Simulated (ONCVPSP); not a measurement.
## Before and after: ONCV potential for gold (Au)

| Quantity | Value |
| --- | --- |
| Element | Au |
| Generator | ONCVPSP 4.0.1 |
| Type | optimised norm-conserving Vanderbilt (ONCV) |
| Functional | LDA (Perdew-Zunger) |
| Relativity | fully relativistic |
| Frozen core | [Xe] 4f14 |
| Valence charge | 11 |
| Reference configuration | 5d10 6p1 |
| Partial waves | s scattering state at 0.47 Ha: rc 2.60 bohr, ncon 3, nbas 7, qcut 1.9 1/bohr, 2 projectors, debl 3.7 Ha; 6p: rc 3.30 bohr, ncon 4, nbas 8, qcut 2.9 1/bohr, 2 projectors, debl 2.6 Ha; 5d: rc 1.90 bohr, ncon 5, nbas 10, qcut 9.7 1/bohr, 2 projectors, debl 3.2 Ha |
| Local potential | polynomial inside 1.70 bohr (lpopt 5, dvloc0 1 Ha) |
| Core correction | none |

Open shells are filled in proportion to 2j + 1.

In the s channel the program set the typed energies aside and used 0.050, 3.750 Ha.

Change: d: qcut 11.3.

Cutoffs: the cutoffs (Ha) at which the residual kinetic energy of the hardest occupied pseudo-wave falls to 1 and 0.1 mHa per electron; they do not see the model core or the augmentation charge, which bear on the density cutoff. Errors are all-electron minus pseudo energies relative to the spin-unpolarised reference configuration.

**Question.** Predict the effect on cutoff, ghosts and configuration errors.

**Answer.** The potential gets harder (22 Ha and 26 Ha → 28 Ha and 40 Ha); the errors of the 4 common tests hardly move; neither file shows a bound ghost. The waves are optimised to have the least kinetic energy above qcut, so the cutoff follows it (qcut²/2 in Ha).

```csv
quantity,base,changed
"cutoff, loose",22 Ha,28 Ha
"cutoff, tight",26 Ha,40 Ha
loose cutoff by channel,"p 2.2 Ha, d 22 Ha","p 2.2 Ha, d 28 Ha"
bound ghosts,none,none
GHOST(+) flags under 300 eV,"s at 55.2 eV, p3/2 at 71.1 eV, p1/2 at 80.7 eV","s at 55.2 eV, p3/2 at 71.1 eV, p1/2 at 80.7 eV"
"error for 5d10 6s1 6p0, meV [ΔE -5.34 eV]",+55,+55
"error for 5d10 6p0, meV [ΔE 4.45 eV]",-2.5,-2.4
"error for 5d9 6p0, meV [ΔE 25.97 eV]",-0.9,-0.7
"error for 5d9 6s2 6p0, meV [ΔE -3.72 eV]",+225,+228
s: phases at 2.63 bohr within 0.05 rad from the reference energy up to (Ha; the scan ends near 5),1.3,1.3
p3/2: phases at 3.35 bohr within 0.05 rad from the reference energy up to (Ha; the scan ends near 5),1.2,1.2
p1/2: phases at 3.35 bohr within 0.05 rad from the reference energy up to (Ha; the scan ends near 5),1.1,1.1
d5/2: phases at 1.93 bohr within 0.05 rad from the reference energy up to (Ha; the scan ends near 5),to the end of the scan,to the end of the scan
d3/2: phases at 1.93 bohr within 0.05 rad from the reference energy up to (Ha; the scan ends near 5),to the end of the scan,to the end of the scan
```

Base: These tests converged, but a pseudo level misses the all-electron one widely, so the file describes the atom poorly there or has found another state: 5d10 6s1 6p0: empty 6p by 6.4 eV; 5d9 6s2 6p0: empty 6p by 14.3 eV. Changed file: These tests converged, but a pseudo level misses the all-electron one widely, so the file describes the atom poorly there or has found another state: 5d10 6s1 6p0: empty 6p by 6.4 eV; 5d9 6s2 6p0: empty 6p by 14.3 eV.
